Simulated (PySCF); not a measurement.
1,3-azasiletidine (C₂H₇NSi), SMILES C1NC[SiH2]1. Atoms are numbered in the order given.

```xyz
11

C     -0.4438     0.1252    -1.1607
N     -1.2480    -0.2691     0.0000
C     -0.4438     0.1252     1.1607
Si     1.0537    -0.0399     0.0000
H     -0.5517    -0.5423    -2.0309
H     -0.5924     1.1719    -1.5025
H     -2.2168     0.0442     0.0000
H     -0.5924     1.1719     1.5025
H     -0.5517    -0.5423     2.0309
H      2.1097     1.0190     0.0000
H      1.7051    -1.3828     0.0000
```

Coordinates come from a PBE0-D3(BJ)/def2-SVP optimisation.

Two levels are set side by side: PBE/pcSseg-1 (PySCF) and PBE0/pcSseg-1 (PySCF). GIAO shifts against NH3 (¹⁵N), TMS (²⁹Si), TMS (¹H), TMS (¹³C) at the same level; non-relativistic, no solvent, atoms listed together averaged. Differences are taken from unrounded values.

```
quantity                  PBE0
-----------------------  -----
δ(¹³C) of C1, C3 (ppm)    41.9
δ(¹⁵N) of N2 (ppm)        37.7
δ(²⁹Si) of Si4 (ppm)     -22.9
δ(¹H) of H7 (ppm)         0.60
δ(¹H) of H10, H11 (ppm)   5.13
```

### Question
What does PBE give, and how far is it from PBE0? (Estimate from the structure and the level; the computed values follow.)

### Answer

```csv
quantity,PBE,PBE minus PBE0
"δ(¹³C) of C1, C3 (ppm)",44.4,2.5
δ(¹⁵N) of N2 (ppm),48.2,10.4
δ(²⁹Si) of Si4 (ppm),-25.5,-2.6
δ(¹H) of H7 (ppm),0.59,-0.01
"δ(¹H) of H10, H11 (ppm)",5.24,0.11
```

Rough cost on one machine, each run with all the roots and properties that it gave: PBE0 against PBE within a factor of 2.
